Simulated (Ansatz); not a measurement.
A made-up structure of SiH$_{3}$SeO (charge -1), closed shell:

```
6
angstrom
O -1.3402 -1.6623 -0.4766
Si 0.9863 0.3858 1.4249
Se -0.5490 0.0179 -0.3738
H 0.2918 0.4541 -1.5498
H -1.4078 1.2202 -0.0623
H 1.8594 -0.6637 1.0342
```

It is relaxed with PBE-D4/def2-SVPD and then PBE0-D4/def2-TZVPD (Ansatz 0.2.0). Atoms count as bonded within 1.22 times the sum of their covalent radii (H–H: 0.88 Å). The end point is not checked to be a true minimum.

Question: Does its bonding change? (A judgement: the text doesn't fix the answer.)

Answer: Computed: No: no bond forms or breaks.

Where it ends: The first stage lowers the energy by 1.00 eV in 10 steps. It ends as SiH₃SeO ([O][SeH2][SiH]), total charge -1:
```csv
atom,x (Å),y (Å),z (Å)
O1,-1.2185,-1.4206,-0.6014
Si2,0.9789,0.4598,1.5341
Se3,-0.3902,-0.0328,-0.2046
H4,-0.0641,0.3184,-1.6855
H5,-1.3344,1.1354,-0.1227
H6,1.8687,-0.7083,1.0769
```

Labels in which every atom is bracketed show which atoms are joined, not bond orders.

For scale, one of the runs: PBE0-D4/def2-TZVPD relaxation, 167 basis functions, launched by `ansatz run in.yaml --threads 2 --pin off --events-out ev --progress --plain --max-ram 4352MiB`. The run took about 48 s on 2 CPU threads of an Arm Neoverse V1 (shared host).
